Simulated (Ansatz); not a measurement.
Total energies of Cu(PH3)(SH) (CuPH4S) from Ansatz at PBE-D4/def2-TZVP, gas phase (1 Eh = 27.2114 eV = 2625.5 kJ/mol). The reference geometry is relaxed at PBE-D4/def2-TZVP.

```tsv
state	geometry	energy (Eh)
charge 0 singlet	reference	-2381.97851
charge 1 doublet	reference	-2381.68697
free Cu atom (doublet)	–	-1640.24447
free P atom (quartet)	–	-341.10299
free H atom (doublet)	–	-0.49962
free S atom (triplet)	–	-397.93833
```

(1) Work out the vertical ionisation energy to the doublet.

(2) What is the binding energy per atom against free atoms?

(1) E(charge 1 doublet) − E(charge 0 singlet) = -2381.68697 − (-2381.97851) = 0.29154 Eh = 7.93 eV. For comparison, −ε of the highest occupied level is 4.76 eV at this level, 3.17 eV less.

(2) Atoms: 1 × (-1640.24447) + 1 × (-341.10299) + 4 × (-0.49962) + 1 × (-397.93833) = -2381.28427 Eh. Binding: -2381.28427 − (-2381.97851) = 0.69424 Eh = 18.89 eV, or 2.70 eV for each of 7 atoms (no zero-point energy, no counterpoise term).
